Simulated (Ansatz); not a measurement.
C₇H₇O₃S, that is tosylate with one electron fewer. The state is a doublet with charge 0. Geometry PBE-D4/def2-SVP; atoms count from 1.

```xyz
18

C    -0.944   -2.617    1.097
C    -0.479   -1.301    0.534
C     0.171   -1.239   -0.719
C     0.637   -0.026   -1.236
C     0.449    1.147   -0.487
S     0.981    2.711   -1.163
O     1.471    3.555   -0.005
O     1.983    2.436   -2.225
O    -0.255    3.445   -1.655
C    -0.191    1.122    0.764
C    -0.649   -0.101    1.262
H    -1.822   -2.492    1.761
H    -1.208   -3.335    0.296
H    -0.141   -3.088    1.705
H     0.313   -2.163   -1.301
H     1.153    0.025   -2.205
H    -0.316    2.051    1.337
H    -1.152   -0.131    2.241
```

Question: Estimate the Mulliken populations from the PBE0/def2-SVP orbitals of Ansatz.

Answer: 
```tsv
atom	charge (e)	spin (α − β)
C1	-0.02	0.00
C2	-0.09	0.00
C3	-0.03	0.00
C4	0.03	0.00
C5	-0.16	0.01
S6	0.97	-0.16
O7	-0.34	0.47
O8	-0.41	0.17
O9	-0.32	0.52
C10	0.03	0.00
C11	-0.03	0.00
H12	0.06	0.00
H13	0.06	0.00
H14	0.08	0.00
H15	0.03	0.00
H16	0.06	0.00
H17	0.05	0.00
H18	0.03	0.00
```
Mulliken values depend strongly on the basis.

Question: Where does the spin sit?

Answer: Summed by element: C 0.01, S -0.16, O 1.16, H 0.00, of 1 unpaired in all. Largest on single atoms: O9 0.52, O7 0.47, O8 0.17.

Question: And the Mayer bond orders between heavy atoms (over 0.3)?

Answer: C1–C2 1.06 (1.50 Å); C2–C3 1.39 (1.41 Å); C2–C11 1.38 (1.41 Å); C3–C4 1.40 (1.40 Å); C4–C5 1.39 (1.40 Å); C5–S6 0.88 (1.79 Å); C5–C10 1.36 (1.41 Å); S6–O7 1.42 (1.51 Å); S6–O8 1.68 (1.49 Å); S6–O9 1.39 (1.52 Å); C10–C11 1.43 (1.40 Å).
